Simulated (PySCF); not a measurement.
Cost of one run: EPR job, C4H8BF2.

Method: UKS B3LYP, pcH-1 on B C F H, non-relativistic, mean-field spin-orbit, GIAO (PySCF 2.14.0). Geometry: GFN2-xTB. Work: unrestricted SCF, g, hyperfine, density and orbital grids written, density fitting. The command runs a driver script over a list of jobs; the input below is this job's line of settings and its coordinates in Å.

Command:
```bash
OMP_NUM_THREADS=1 python probes_run.py task.json out
```

Input:
```
{"job": {"kind": "epr", "basis": "pcH-1"}, "charge": 0, "multiplicity": 2}
C     -1.233511    -1.409953     0.723597
C     -0.351659    -0.209955     0.597998
B     -0.881561     1.055805    -0.451918
F     -0.631338     2.299202     0.015942
C      0.436428     0.051597    -0.594602
C      1.794530     0.682682    -0.460777
F      2.726164    -0.274835    -0.098868
H     -1.592091    -1.737391    -0.248921
H     -0.666847    -2.228419     1.172658
H     -2.088278    -1.204584     1.365527
H      0.019535     0.193931     1.531886
H     -1.850093     0.913208    -1.093904
H      0.359044    -0.674445    -1.395721
H      2.143763     1.106052    -1.407731
H      1.811499     1.445094     0.322919
```

Hardware: one thread, Arm Neoverse V1 (aarch64) (shared host). PySCF's memory limit was set to 1600 MB.

The basis has 255 functions.

Q: Estimate the wall time.

A: About 61 s. CPU seconds by part: SCF 28, spin–orbit mean field 2.4, g tensor 25, hyperfine 0.2.

Q: How much memory does it need at the peak?

A: About 0.96 GiB. Peak memory is the resident size of the whole Python process, interpreter and libraries included.

Q: At this speed, how long would 20000 such jobs take on 64 cores, one job a core?

A: 20000/64 gives 313 rounds of 61 s, about 5.3 h of wall time and 340 core-hours, if the jobs don't slow each other.

Other jobs ran on the host; a repeat could differ by tens of per cent or more.
